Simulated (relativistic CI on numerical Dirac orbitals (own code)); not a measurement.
Mn+ in a cubic cluster: L2,3 absorption with charge transfer

Computed with a charge-transfer multiplet model of a cubic metal-ligand cluster with up to 2 ligand holes, Slater and spin-orbit integrals from Dirac-Coulomb-Breit ions, Slater integrals scaled by 0.8. The ground state mixes d6 with configurations of k ligand holes L, whose averages lie at kΔ + k(k − 1)U_dd/2; a core hole lowers each added d electron by U_cd. 300 K, Lorentzian 0.4 eV and Gaussian 0.3 eV FWHM.

Atomic integrals in eV (Slater integrals scaled, ζ unscaled), ground: F2dd 7.203, F4dd 4.433, zeta_d 0.031; with the core hole: F2dd 7.920, F4dd 4.884, zeta_d 0.046, zeta_core 6.798, F2cd 4.549, G1cd 3.306, G3cd 1.876.

Cluster parameters (eV): U_dd = 6.2, U_cd = 7.3, 10Dq = 0.45, 10Dq(ligand) = 0.9, V(eg) = 2.45, V(t2g) = -1.33, final-state hopping factor = 0.9.

| Case | n_d | d6 | d7L | d8L2 | S |
| --- | --- | --- | --- | --- | --- |
| Δ = 4.7 eV | 6.26 | 0.75 | 0.24 | 0.01 | 2.00 |
| Δ = 5.7 eV | 6.22 | 0.79 | 0.20 | 0.01 | 2.00 |
| Δ = 6.7 eV | 6.18 | 0.83 | 0.17 | 0.01 | 2.00 |
| Δ = 7.7 eV | 6.15 | 0.85 | 0.14 | 0.00 | 2.00 |
| Δ = 8.7 eV | 6.13 | 0.88 | 0.12 | 0.00 | 2.00 |

Weights, n_d and S are thermal averages at 300 K. Photon energies count from the first peak over 30 % of the highest in each spectrum, which can be another peak from case to case. The parameters are a model scan and need not match a compound or its usual spin state. Peaks in eV (height, largest 100):
- Δ = 4.7 eV: 0.0 (100), 2.0 (23), 9.7 (16), 10.6 (33), 12.7 (9)
- Δ = 5.7 eV: 0.0 (100), 0.8 (66), 2.1 (24), 10.6 (34), 12.8 (9)
- Δ = 6.7 eV: 0.0 (100), 0.9 (67), 2.2 (25), 10.7 (33), 12.9 (10)
- Δ = 7.7 eV: 0.0 (100), 0.8 (67), 2.1 (25), 10.6 (33), 12.9 (10)
- Δ = 8.7 eV: 0.0 (100), 0.8 (67), 2.2 (26), 10.6 (33), 13.0 (9)

Curve for Δ = 5.7 eV (points under 2 left out, the grid thinned):

| E (eV) | Intensity |
| --- | --- |
| -2.8 | 2.2 |
| -2.5 | 3.1 |
| -2.2 | 5.1 |
| -1.9 | 11.1 |
| -1.6 | 20.5 |
| -1.3 | 26.8 |
| -1.0 | 34.8 |
| -0.7 | 40.2 |
| -0.4 | 63.0 |
| -0.1 | 98.0 |
| 0.2 | 83.2 |
| 0.6 | 65.1 |
| 0.9 | 64.1 |
| 1.2 | 44.7 |
| 1.5 | 25.5 |
| 1.8 | 21.8 |
| 2.1 | 23.8 |
| 2.4 | 18.5 |
| 2.7 | 12.5 |
| 3.0 | 11.1 |
| 3.3 | 9.0 |
| 3.6 | 6.4 |
| 3.9 | 4.1 |
| 4.2 | 2.6 |
| 4.5 | 2.0 |
| 4.9 | 2.0 |
| 8.2 | 2.2 |
| 8.5 | 2.6 |
| 8.8 | 3.8 |
| 9.1 | 7.6 |
| 9.4 | 13.2 |
| 9.7 | 16.0 |
| 10.0 | 16.5 |
| 10.3 | 23.9 |
| 10.7 | 32.4 |
| 11.0 | 23.4 |
| 11.3 | 20.2 |
| 11.6 | 16.8 |
| 11.9 | 11.6 |
| 12.2 | 8.4 |
| 12.5 | 7.8 |
| 12.8 | 9.4 |
| 13.1 | 7.7 |
| 13.4 | 4.4 |
| 13.7 | 2.3 |

For the case Δ = 5.7 eV, Δ = 5.7 eV is smaller than U_dd = 6.2 eV, the charge-transfer side of the Zaanen-Sawatzky-Allen scheme. With the core hole the configuration with one ligand hole lies at Δ + U_dd − U_cd = 3.6, 4.6, 5.6, 6.6, 7.6 eV from the one without, in the order of the table; where this is negative the screened configuration lies lower, though the effective hopping of about 3.4 eV (from the holes of the mixed ground state) mixes the two strongly wherever it is as large as the gap.
